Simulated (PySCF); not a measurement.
H$_{3}$AlO$_{3}$, singlet, geometry from GFN2-xTB (such geometries of metal compounds can be far from the true shape); B3LYP/6-31G* (PySCF).

PySCF was given this input:
```python
from pyscf import gto, scf, dft

mol = gto.M(
    atom='''
Al   -0.00000000   -0.00000000   -0.00000000
O    -1.08597176   -1.25217867    0.07815260
H    -1.93325027   -1.43797965   -0.30182312
O    -0.33424217    1.33110871   -0.93264447
H     0.10698534    2.14443421   -1.13414960
O     1.42021393   -0.07893003    0.85449188
H     1.82626493   -0.70645456    1.43597272
''',
    basis='6-31g*',
    verbose=4,
)

mf = dft.RKS(mol)
mf.xc = 'b3lyp'
mf.kernel()
```

Task: Write the output that PySCF gives for this input, abridged.

Result: 
```
PySCF version 2.14.0

[INPUT] verbose = 4
[INPUT] num. atoms = 7
[INPUT] num. electrons = 40
[INPUT] charge = 0
[INPUT] spin (= nelec alpha-beta = 2S) = 0
[INPUT] symmetry False subgroup None
[INPUT] Mole.unit = angstrom
[INPUT] Symbol           X                Y                Z      unit          X                Y                Z       unit  Magmom
[INPUT]  1 Al     0.000000000000   0.000000000000   0.000000000000 AA    0.000000000000   0.000000000000   0.000000000000 Bohr   0.0
[INPUT]  2 O     -1.085971760000  -1.252178670000   0.078152600000 AA   -2.052189205412  -2.366274745322   0.147687009923 Bohr   0.0
[INPUT]  3 H     -1.933250270000  -1.437979650000  -0.301823120000 AA   -3.653313540541  -2.717387711198  -0.570363034862 Bohr   0.0
[INPUT]  4 O     -0.334242170000   1.331108710000  -0.932644470000 AA   -0.631626160580   2.515430903923  -1.762442619890 Bohr   0.0
[INPUT]  5 H      0.106985340000   2.144434210000  -1.134149600000 AA    0.202172991943   4.052393349048  -2.143232128285 Bohr   0.0
[INPUT]  6 O      1.420213930000  -0.078930030000   0.854491880000 AA    2.683815365992  -0.149156139704   1.614755628865 Bohr   0.0
[INPUT]  7 H      1.826264930000  -0.706454560000   1.435972720000 AA    3.451140548598  -1.335005637850   2.713595163147 Bohr   0.0

nuclear repulsion = 164.378988828278
number of shells = 32
number of NR pGTOs = 144
number of NR cGTOs = 66
basis = 6-31g*
ecp = {}

******** <class 'pyscf.dft.rks.RKS'> ********
method = RKS
initial guess = minao
damping factor = 0
level_shift factor = 0
DIIS = <class 'pyscf.scf.diis.CDIIS'>
diis_start_cycle = 1
diis_space = 8
diis_damp = 0
SCF conv_tol = 1e-09
SCF conv_tol_grad = None
SCF max_cycles = 50
direct_scf = True
direct_scf_tol = 1e-13
XC library pyscf.dft.libxc version 7.1.2
    S. Lehtola, C. Steigemann, M. J. T. Oliveira, and M. A. L. Marques,  SoftwareX 7, 1–5 (2018)
XC functionals = b3lyp
    P. J. Stephens, F. J. Devlin, C. F. Chabalowski, and M. J. Frisch,  J. Phys. Chem. 98, 11623 (1994)
radial grids:
    Treutler-Ahlrichs [JCP 102, 346 (1995); DOI:10.1063/1.469408] (M4) radial grids

becke partition: Becke, JCP 88, 2547 (1988); DOI:10.1063/1.454033
pruning grids: <function nwchem_prune>
grids dens level: 3
symmetrized grids: False
atomic radii adjust function: <function treutler_atomic_radii_adjust>
small_rho_cutoff = 0
Set gradient conv threshold to 3.16228e-05
Initial guess from minao.
tot grids = 90856
init E= -470.27302344801
  HOMO = -0.462176428903032  LUMO = -0.0963648373231072  gap/eV = 9.95424
cycle= 1 E= -469.701654221213  delta_E= 0.571  |g|= 1.35  |ddm|= 2.42
  HOMO = -0.110754650143215  LUMO = 0.0405052317291275  gap/eV = 4.11599
cycle= 2 E= -469.162080243916  delta_E= 0.54  |g|= 2.13  |ddm|= 2.13
  HOMO = -0.307208334504364  LUMO = -0.00860831424848607  gap/eV = 8.12532
cycle= 3 E= -470.038831013235  delta_E= -0.877  |g|= 0.0702  |ddm|= 1.39
  HOMO = -0.302103364319219  LUMO = -0.00970506937761328  gap/eV = 7.95656
cycle= 4 E= -470.039912813745  delta_E= -0.00108  |g|= 0.0184  |ddm|= 0.0815
  HOMO = -0.299879095877343  LUMO = -0.00749858738628273  gap/eV = 7.95608
cycle= 5 E= -470.039994844852  delta_E= -8.2e-05  |g|= 0.00161  |ddm|= 0.0214
  HOMO = -0.300118603289524  LUMO = -0.00768613279379116  gap/eV = 7.95749
cycle= 6 E= -470.039995342308  delta_E= -4.97e-07  |g|= 0.000341  |ddm|= 0.00134
  HOMO = -0.30015097403223  LUMO = -0.00769288504141041  gap/eV = 7.95819
cycle= 7 E= -470.039995366361  delta_E= -2.41e-08  |g|= 1.93e-05  |ddm|= 0.000265
  HOMO = -0.300153160452105  LUMO = -0.00769363656360955  gap/eV = 7.95823
cycle= 8 E= -470.039995366433  delta_E= -7.16e-11  |g|= 1.69e-05  |ddm|= 3.53e-05
  HOMO = -0.300150951171809  LUMO = -0.00769364519782911  gap/eV = 7.95817
Extra cycle  E= -470.039995366333  delta_E= 9.95e-11  |g|= 2.9e-05  |ddm|= 2.74e-05
converged SCF energy = -470.039995366333
```
